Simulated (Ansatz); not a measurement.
Reaction (ligand exchange at the In–N bond): `[NH2][In]([Cl])[Cl]` + HI → `[Cl][In]([Cl])[I]` + NH₃

Isolated molecules relaxed with PBE0-D4/def2-TZVP in Ansatz; ΔE leaves out vibrations. CCSD(T)/CBS adds triple-zeta CCSD(T) − MP2 to the extrapolated MP2 energy (def2 sets, frozen cores). This one scheme is used for every species. Functionals use def2-TZVPP. def2 core potentials past Kr. For I, In outer-core shells are correlated without core-valence functions, which leaves a few kJ/mol of doubt a bond. Each species was taken in one conformer, which may not be the lowest.

```
             level  ΔE (kcal/mol)  difference from CCSD(T)/CBS
           BLYP-D4          -29.6                          1.7
            B97M-V          -30.6                          0.7
        r2SCAN0-D4          -32.5                         -1.2
          BHLYP-D4          -33.3                         -2.0
           ωB97X-V          -30.0                          1.3
           ωB97M-V          -30.4                          0.9
          PBE-QIDH          -31.9                         -0.6
               PBE          -30.0                          1.3
            revPBE          -30.2                          1.1
              BLYP          -29.1                          2.2
           r2SCANh          -31.6                         -0.3
             BHLYP          -32.1                         -0.8
CCSD(T)/def2-TZVPP          -29.1                          2.2
SCS-MP2/def2-QZVPP          -31.1                          0.2
      HF/CBS(def2)          -34.1                         -2.8
    CCSD/CBS(def2)          -31.6                         -0.3
       CCSD(T)/CBS          -31.3                            0
```

(1) What do rigid-rotor, harmonic-oscillator terms from PBE0-D4/def2-TZVP frequencies (298.15 K, 1 bar) make of the CCSD(T)/CBS value? (Best estimate.)

Largest T1 diagnostic among the species: 0.013.

## Answers

(1) Ansatz gave: ΔZPE = +2.9 kcal/mol, ΔH = -28.3 kcal/mol, ΔS = -2 J/(mol·K), ΔG = -28.1 kcal/mol.

From PBE to PBE0 (25 % exact exchange), in def2-TZVPP and without D4, ΔE moves by −1.6 kcal/mol. Leaving LDA and LC-ωPBE aside and taking each functional with its dispersion term where it has one, the values spread over 3.8 kcal/mol, from BHLYP-D4 to BLYP-D4. LDA lies +1.4 kcal/mol from PBE without D4. In def2-TZVPP, CCSD(T) changes the Hartree–Fock value by +5.1 kcal/mol (the triples alone add +0.4 kcal/mol) and MP2 by +3.4 kcal/mol.
